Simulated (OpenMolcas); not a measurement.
O3+, S3+, Se3+, Te3+: ns2 np down the group

- Program: OpenMolcas 26.06
- Method: MS-CASPT2, IPEA 0.25 Eh, imaginary shift 0.1 Eh
- Basis: ANO-RCC-VQZP
- Scalar Hamiltonian: DKH2, point nucleus
- Spin-orbit coupling: state interaction with AMFI integrals over the reference wave functions, term energies averaged over their components

Active space for each ion: 3 electrons in 8 orbitals (s p s p); closed shells correlated by CASPT2: O3+ 1s; S3+ 2s 2p; Se3+ 3d; Te3+ 4d.

Computed levels in cm-1 above 2P* 1/2:

| Level | O3+ | S3+ | Se3+ | Te3+ |
| --- | --- | --- | --- | --- |
| 2P* 3/2 | 376 | 833 | 3760 | 8040 |
| weight of 2P* in the lowest level (%) | 100 | 100 | 100 | 100 |

Measured, with the error of the calculation in %. Measured levels: O3+ from Moore, Selected Tables of Atomic Spectra, NSRDS-NBS 3, section 10; S3+ from NIST levels in Podobedova, Kelleher and Wiese, J. Phys. Chem. Ref. Data 38, 171 (2009); Se3+ from Moore, Atomic Energy Levels, vol. II, NSRDS-NBS 35 (1971 reprint of NBS Circular 467, 1952); Te3+ from Moore, Atomic Energy Levels, vol. III, NSRDS-NBS 35 (1971 reprint of NBS Circular 467, 1958).

```
  Level         O3+          S3+          Se3+          Te3+
2P* 3/2  386 (-2.5)  951 (-12.4)  4376 (-14.1)  9223 (-12.8)
```

The fine-structure level 2P* 3/2 changes by a factor of 21.4 from O3+ to Te3+.

Over all roots computed the reference weight is 0.88 to 0.99 in S3+, 0.89 to 0.98 in Se3+, 0.84 to 0.94 in Te3+; the roots of lowest weight are the least certain, and an intruder state may touch them. Active for correlation alone: 3p 3s; no level in the range computed is led by a configuration that fills them, so any true level of that kind is missing (holds for O3+). Active for correlation alone: 4p 4s; no level in the range computed is led by a configuration that fills them, so any true level of that kind is missing (holds for S3+). Active for correlation alone: 5p 5s; no level in the range computed is led by a configuration that fills them, so any true level of that kind is missing (holds for Se3+). The run also gave levels led by 5s2 6p, which use shells meant for correlation; these and all levels above them are left out (holds for Te3+). Measured partners are found by configuration, term and J. A level has none where our copy of the source lacks it or the pairing is in doubt (some pairs that miss far off the trend of their configuration count as doubtful), and it then counts in no deviation. Levels of configurations outside the active space are missing.

* marks odd parity.
